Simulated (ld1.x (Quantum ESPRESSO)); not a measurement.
Dy, ultrasoft: configuration errors across variants

- Element: dysprosium
- Generator: ld1.x (Quantum ESPRESSO) 7.5
- Type: ultrasoft
- Functional: PBE
- Relativity: scalar-relativistic
- Frozen core: [Kr] 4d10
- Valence charge: 20
- Reference configuration: 4f10 5s2 5p6 5d0.5 6s1.5 6p0
- Partial waves: 5s (bound): rcut 1.85, rcutus 2.20 bohr; 6s (bound): rcut 1.85, rcutus 2.20 bohr; 5p (bound): rcut 2.50, rcutus 2.65 bohr; 6p (bound, empty): rcut 2.50, rcutus 2.65 bohr; 5d (bound): rcut 3.30, rcutus 3.75 bohr; 5d channel at 0.25 Ry: rcut 3.30, rcutus 3.75 bohr; 4f (bound): rcut 1.25, rcutus 1.55 bohr; 4f channel at 4.05 Ry: rcut 1.25, rcutus 1.55 bohr
- Local potential: all-electron potential smoothed inside 1.95 bohr (lloc = -2)
- Core correction: none
- Augmentation charge: PSQ, inside the norm-conserving radii

All-electron excitation energies from the reference (eV): (1) 4f10 5s2 5p6 5d0 6s2 6p0 -1.304; (2) 4f10 5s2 5p6 5d0 6s1 6p0 4.932; (3) 4f10 5s2 5p6 5d0 6s0 6p0 16.599.

The overlap operator is not positive definite (basis up to 400 Ry) in “base”, “waves 5s (bound): rcut 1.34, rcutus 1.42 bohr; 6s (bound): rcut 1.34, rcutus 1.42 bohr”, “waves 5s (bound): rcut 1.50, rcutus 1.58 bohr; 6s (bound): rcut 1.50, rcutus 1.58 bohr”, “waves 5s (bound): rcut 1.85, rcutus 2.06 bohr; 6s (bound): rcut 1.85, rcutus 2.06 bohr”, “waves 5s (bound): rcut 1.85, rcutus 2.30 bohr; 6s (bound): rcut 1.85, rcutus 2.30 bohr”, “waves 5s (bound): rcut 1.85, rcutus 2.42 bohr; 6s (bound): rcut 1.85, rcutus 2.42 bohr”, “waves 5s (bound): rcut 1.85, rcutus 2.68 bohr; 6s (bound): rcut 1.85, rcutus 2.68 bohr”, “waves 5s (bound): rcut 1.85, rcutus 2.84 bohr; 6s (bound): rcut 1.85, rcutus 2.84 bohr”, “waves 5s (bound): rcut 1.85, rcutus 3.10 bohr; 6s (bound): rcut 1.85, rcutus 3.10 bohr”, “waves 5s (bound): rcut 1.85, rcutus 3.26 bohr; 6s (bound): rcut 1.85, rcutus 3.26 bohr”. Such files are unfit for use, however small their errors in these radial tests.

Tests that are not counted but printed errors over 1 eV. “waves 5s (bound): rcut 1.85, rcutus 2.06 bohr; 6s (bound): rcut 1.85, rcutus 2.06 bohr”: 4f8 5s2 5p6 5d0 6s0 6p0 (solver errors, printed error -3317 eV). “waves 5s (bound): rcut 1.85, rcutus 2.30 bohr; 6s (bound): rcut 1.85, rcutus 2.30 bohr”: 4f8 5s2 5p6 5d0 6s0 6p0 (solver errors, printed error -3025 eV). “waves 5s (bound): rcut 1.85, rcutus 2.42 bohr; 6s (bound): rcut 1.85, rcutus 2.42 bohr”: 4f8 5s2 5p6 5d0 6s0 6p0 (solver errors, printed error -3251 eV). “waves 5s (bound): rcut 1.85, rcutus 2.68 bohr; 6s (bound): rcut 1.85, rcutus 2.68 bohr”: 4f8 5s2 5p6 5d0 6s0 6p0 (solver errors, printed error -3250 eV).

Errors AE − PS in meV (a dash: test not solved or not reliable):

| change | (1) | (2) | (3) | bound ghosts |
| --- | --- | --- | --- | --- |
| base | +4.9 | +1.5 | +27 | not determined (overlap not positive) |
| waves 5s (bound): rcut 1.34, rcutus 1.42 bohr; 6s (bound): rcut 1.34, rcutus 1.42 bohr | +7.4 | +7.7 | +17 | not determined (overlap not positive) |
| waves 5s (bound): rcut 1.50, rcutus 1.58 bohr; 6s (bound): rcut 1.50, rcutus 1.58 bohr | +7.4 | +7.7 | +17 | not determined (overlap not positive) |
| waves 5s (bound): rcut 1.85, rcutus 2.06 bohr; 6s (bound): rcut 1.85, rcutus 2.06 bohr | +5.5 | +8.4 | +27 | not determined (overlap not positive) |
| waves 5s (bound): rcut 1.85, rcutus 2.30 bohr; 6s (bound): rcut 1.85, rcutus 2.30 bohr | +6.7 | +8.6 | +23 | not determined (overlap not positive) |
| waves 5s (bound): rcut 1.85, rcutus 2.42 bohr; 6s (bound): rcut 1.85, rcutus 2.42 bohr | +6.6 | +8.5 | +23 | not determined (overlap not positive) |
| waves 5s (bound): rcut 1.85, rcutus 2.68 bohr; 6s (bound): rcut 1.85, rcutus 2.68 bohr | +7.3 | +7.7 | +19 | not determined (overlap not positive) |
| waves 5s (bound): rcut 1.85, rcutus 2.84 bohr; 6s (bound): rcut 1.85, rcutus 2.84 bohr | – | – | – | not determined (overlap not positive) |
| waves 5s (bound): rcut 1.85, rcutus 3.10 bohr; 6s (bound): rcut 1.85, rcutus 3.10 bohr | – | – | – | not determined (overlap not positive) |
| waves 5s (bound): rcut 1.85, rcutus 3.26 bohr; 6s (bound): rcut 1.85, rcutus 3.26 bohr | – | – | – | not determined (overlap not positive) |

Task: Give the same row for: waves 5s (bound): rcut 1.76, rcutus 1.86 bohr; 6s (bound): rcut 1.76, rcutus 1.86 bohr.

Result: +6.5, +8.0, +23; bound ghosts: not determined (overlap not positive). Its overlap operator is not positive definite in a basis up to 400 Ry (lowest eigenvalue p -0.13), so the file is unfit for use: the generalised eigenproblem breaks down once the basis is large enough, and its test numbers describe a broken file.
